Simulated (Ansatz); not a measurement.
This geometry of GeH$_{10}$N$_{2}$Si$_{2}$ (15 atoms, charge 0, multiplicity 1) is a first-order saddle point.

The calculation used RHF/def2-SVP (Ansatz).

```xyz
15
Properties=species:S:1:pos:R:3
N -0.878 1.655 1.943
Si -0.686 -0.036 1.627
Si 0.774 -0.539 -0.187
N 0.861 -2.227 -0.611
Ge 0.123 0.699 -2.162
H -1.225 2.301 1.262
H -0.337 2.116 2.647
H -2.004 -0.662 1.329
H -0.159 -0.646 2.876
H 2.151 -0.112 0.182
H 0.060 -2.700 -0.982
H 1.418 -2.852 -0.061
H -0.080 2.192 -1.841
H 1.173 0.590 -3.277
H -1.213 0.167 -2.716
```

Question: Which two structures does it join? (They come from a converged band through this point; their orientation in space is the band's.)

Answer: No bond is made or broken. The dihedral H6–N1–Si2–H9 goes from 166 to -72°.

Image 0:

```xyz
15
Properties=species:S:1:pos:R:3
N -0.638 1.689 1.901
Si -0.612 -0.026 1.651
Si 0.794 -0.538 -0.195
N 0.834 -2.226 -0.616
Ge 0.095 0.696 -2.155
H -0.743 2.322 1.132
H -1.033 2.078 2.735
H -1.950 -0.639 1.392
H -0.114 -0.663 2.898
H 2.182 -0.132 0.144
H 0.022 -2.679 -0.989
H 1.379 -2.867 -0.071
H -0.173 2.175 -1.814
H 1.151 0.648 -3.269
H -1.216 0.112 -2.715
```

Image 10:

```xyz
15
Properties=species:S:1:pos:R:3
N -0.903 1.664 1.697
Si -0.673 -0.054 1.610
Si 0.811 -0.541 -0.180
N 0.909 -2.227 -0.598
Ge 0.130 0.729 -2.121
H -1.666 2.051 2.219
H -0.118 2.286 1.707
H -2.002 -0.665 1.342
H -0.183 -0.685 2.872
H 2.182 -0.106 0.203
H 0.121 -2.702 -0.992
H 1.460 -2.853 -0.042
H 0.223 2.240 -1.849
H 1.016 0.406 -3.336
H -1.327 0.407 -2.501
```

Question: How far does it lie above each of them?

Answer: 0.043 eV above the first and 0.057 eV above the second. This is the barrier of this one path; another mechanism may lie lower.

Run time: 8.5 min on 2 threads of Arm Neoverse V2, on a shared host, peak memory 0.46 GiB.
